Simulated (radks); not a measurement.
The numbers below are computed, except where a source is named.
Pd43+, configuration [He] 2p1 (not the ground configuration).

Code: a radial shooting solver on a logarithmic mesh with Libxc functionals. Model: Dirac Kohn-Sham, PBE, spin-unpolarised, spherical densities, finite nucleus; open shells are shared between the two j in proportion to 2j + 1; Fermi nuclear charge, rms radius 4.5318 fm.

Energy parts (eV):
total: -65189.947
kinetic: 68988.762
electron-nucleus: -135592.697
Hartree: 2335.511
exchange-correlation: -921.523

Orbitals (lengths in bohr, moments of r in powers of bohr; <r^-3> diverges for s and p1/2; r(90%) holds 90 % of the orbital's charge):
[
 {"orbital": "1s1/2", "occ.": "2", "eigenvalue (eV)": "-28242.52", "<r^-3>": "-", "r(90%)": "0.0568", "<1/r>": "48.44", "<r>": "0.03167"},
 {"orbital": "2p1/2", "occ.": "0.333333", "eigenvalue (eV)": "-6748.086", "<r^-3>": "-", "r(90%)": "0.174", "<1/r>": "11.90", "<r>": "0.1076"},
 {"orbital": "2p3/2", "occ.": "0.666667", "eigenvalue (eV)": "-6554.956", "<r^-3>": "3887", "r(90%)": "0.180", "<1/r>": "11.23", "<r>": "0.1119"}
]

The highest occupied level is 2p3/2 at -6555.0 eV. The density falls to 0.001 e/bohr^3 at r = 0.41 bohr.
